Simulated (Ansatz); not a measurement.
Cost and result for the atomization energy of CH$_{5}$Cl$_{2}$NSn, SMILES `C[NH][SnH]([Cl])[Cl]` (10 atoms, 9 bonds).

```xyz
10

C     1.434   -0.174    0.355
N     0.134    0.261    0.846
Sn   -1.425    0.276   -0.400
Cl   -0.748    1.565   -2.196
Cl   -1.835   -1.837   -1.297
H     1.664    0.346   -0.578
H     1.509   -1.252    0.168
H     2.208    0.103    1.076
H    -0.089   -0.161    1.738
H    -2.853    0.874    0.287
```

Total charge 0; spin multiplicity 1. Correlated methods include outer-core shells of Sn, which these sets cover unevenly. Sn: def2 effective core potential. Geometry: relaxed with PBE0-D4/def2-TZVP. It is one conformer, not always the lowest. Program: Ansatz. All runs use 4 threads of a server CPU on a shared host. Times are those of one run each, without the atoms' runs, and a repeat can differ threefold. Electronic energies, without spin–orbit coupling; frozen cores. CCSD(T)/CBS adds CCSD(T) − MP2 in def2-TZVPP to the MP2 limit, and its time is that of the two runs behind it. T1 = 0.012. With those shells the extrapolation isn't a true limit. B3LYP takes the VWN-RPA correlation (the form of Gaussian; ORCA's B3LYP/G).

CCSD(T)/CBS is a level of theory with its own doubt, some kJ/mol a heavy atom from the limit and from the frozen cores, so smaller differences don't rank the functionals.

```json
{"level": "LDA (SPW92)/def2-TZVPP", "functions": "266", "wall time": "1.1 s"}
{"level": "CAM-B3LYP-D4/def2-TZVPP", "functions": "266", "wall time": "2.9 s"}
{"level": "r2SCAN-D4/def2-TZVPP (with forces)", "functions": "266", "wall time": "3 s"}
{"level": "r2SCANh-D4/def2-TZVPP", "functions": "266", "wall time": "3.5 s"}
{"level": "B3LYP-D4/def2-TZVPP (with forces)", "functions": "266", "wall time": "3.7 s"}
{"level": "B2PLYP/def2-TZVPP", "functions": "266", "wall time": "4.1 s"}
{"level": "PBE-QIDH/def2-TZVPP", "functions": "266", "wall time": "4.2 s"}
{"level": "B97M-V/def2-TZVPP", "functions": "266", "wall time": "5.5 s"}
{"level": "CCSD(T)/def2-SVP", "functions": "115", "wall time": "5.5 s"}
{"level": "ωB97M-V/def2-TZVPP (with forces)", "functions": "266", "wall time": "7.5 s"}
{"level": "MP2/def2-QZVPP", "functions": "486", "wall time": "14 s"}
{"level": "CCSD(T)/def2-TZVPP", "functions": "266", "wall time": "84 s"}
{"level": "CCSD(T)/CBS(def2)", "functions": "–", "wall time": "98 s"}
```

Problem. What atomization energy does each give, and how far from CCSD(T)/CBS? (Estimate.)

Solution. The calculation gave: 
| level | atomization (kJ/mol) | difference from CCSD(T)/CBS | per bond |
| --- | --- | --- | --- |
| LDA (SPW92)/def2-TZVPP | 3657.9 | 454.2 | 50.5 |
| CAM-B3LYP-D4/def2-TZVPP | 3180.4 | -23.3 | -2.6 |
| r2SCAN-D4/def2-TZVPP (with forces) | 3179.6 | -24.1 | -2.7 |
| r2SCANh-D4/def2-TZVPP | 3157.6 | -46.1 | -5.1 |
| B3LYP-D4/def2-TZVPP (with forces) | 3166.6 | -37.1 | -4.1 |
| B2PLYP/def2-TZVPP | 3126.5 | -77.2 | -8.6 |
| PBE-QIDH/def2-TZVPP | 3152.7 | -51.0 | -5.7 |
| B97M-V/def2-TZVPP | 3221.2 | 17.5 | 1.9 |
| CCSD(T)/def2-SVP | 2944.4 | -259.3 | -28.8 |
| ωB97M-V/def2-TZVPP (with forces) | 3192.3 | -11.4 | -1.3 |
| MP2/def2-QZVPP | 3196.2 | -7.5 | -0.8 |
| CCSD(T)/def2-TZVPP | 3090.4 | -113.3 | -12.6 |
| CCSD(T)/CBS(def2) | 3203.7 | 0.0 | 0.0 |

At CCSD(T), def2-SVP lies −259.3 kJ/mol from the extrapolated value and def2-TZVPP −113.3 kJ/mol: correlation converges slowly with the basis, and small sets miss more of it in the bonded molecule than in its fragments. From r2SCAN to r2SCAN0 (25 % exact exchange), in def2-TZVPP and without D4, the atomization energy moves by −54.3 kJ/mol: exact exchange takes away binding that semilocal exchange gives to molecules. The D4 term adds +43.6 kJ/mol with B3LYP and +23.3 kJ/mol with PBE0; it sums over pairs of atoms, weighted by their polarisabilities, and B3LYP, whose exchange is more repulsive, gets the larger term.

Spin–orbit coupling would lower the free Sn atoms strongly, and the atomization energy with them, by more than many differences here. For some Ge, Se and Sn compounds the MP2-based and the directly extrapolated limit differ by 10 to 25 kJ/mol.
